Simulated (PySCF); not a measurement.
Si(F)2(OH)2, H2F2O2Si, SMILES O[Si](O)(F)F, PBE0/def2-SVP optimised geometry.

```
7

O     -1.22    -1.58     1.31
Si    -0.75    -0.75     0.00
O      0.88    -0.75     0.00
F     -1.33     0.75     0.00
F     -1.34    -1.40    -1.35
H     -2.16    -1.74     1.43
H      1.33    -0.23    -0.67
```

Density from PBE0/def2-TZVP (PySCF) at that geometry.

Minimum of the electron density along straight lines between bonded atoms, close to the bond critical point (lines longer than 1.1 times the sum of covalent radii, or with two minima, are not listed):

| bond | length / Å | ρ at the minimum / e bohr⁻³ | ∇²ρ there / e bohr⁻⁵ | position (fraction from the first atom) |
|---|---|---|---|---|
| O1–Si2 | 1.624 | 0.149 | 0.88 | 0.59 |
| Si2–O3 | 1.624 | 0.149 | 0.88 | 0.41 |
| Si2–F4 | 1.609 | 0.137 | 0.95 | 0.42 |
| Si2–F5 | 1.609 | 0.137 | 0.95 | 0.42 |
| O1–H6 | 0.961 | 0.353 | -2.45 | 0.81 |
| O3–H7 | 0.961 | 0.353 | -2.45 | 0.81 |
